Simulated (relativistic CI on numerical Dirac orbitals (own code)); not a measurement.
Method of calculation: Dirac-Coulomb-Breit CI, orbitals from a KLI potential per configuration, model QED (radiative potential, 1s self-energy scaled to tabulated hydrogen-like ionisation energies), unscaled Slater integrals (own radial code, finite nucleus).

Configuration list (outside the closed core 1s2): 2s2, 2s 2p, 2p2, 2p 3s, 2p 3p, 2s 3s, 2s 3p, 2s 3d, 2s 4s, 2s 4p, 2s 4d, 2s 4f, 2s 5s, 2s 5p, 2s 5d, 2s 5f, 2s 5g, 3s2, 3s 3p, 3p2. Levels of other configurations are missing.

At this charge energies of transitions that change n are usually good to better than 1 %, and those within a shell (Δn = 0) to a few per cent.

Outline of the computed level scheme of Ca XVII. Lowest level of each configuration: 2s2 1S_0 at 0.000 eV; 2s 2p 3P°_0 at 32.165 eV; 2p2 3P_0 at 85.819 eV; 2s 3s 3S_1 at 618.382 eV; 2s 3p 3P°_1 at 633.978 eV; 2s 3d 3D_1 at 643.091 eV; 2p 3s 3P°_0 at 659.051 eV; 2p 3p 3D_1 at 668.712 eV; 2s 4s 3S_1 at 829.031 eV.

Some strong electric-dipole decays among the lowest 36 levels: 2s 3d 3D_3 → 2s 2p 3P°_2 (7.1e+12 s⁻¹); 2s 3d 3D_2 → 2s 2p 3P°_1 (5.4e+12 s⁻¹); 2s 3d 1D_2 → 2s 2p 1P°_1 (5.0e+12 s⁻¹); 2s 3d 3D_1 → 2s 2p 3P°_0 (4.1e+12 s⁻¹); 2s 3d 3D_1 → 2s 2p 3P°_1 (3.0e+12 s⁻¹); 2p 3p 1D_2 → 2s 2p 1P°_1 (2.9e+12 s⁻¹); 2p 3p 1S_0 → 2s 2p 1P°_1 (2.4e+12 s⁻¹); 2p 3p 3P_0 → 2s 2p 3P°_1 (2.1e+12 s⁻¹).

LS names give the leading component of a level, which can be under half, so a name can repeat, a term be missing and a line seem to break the LS rules.
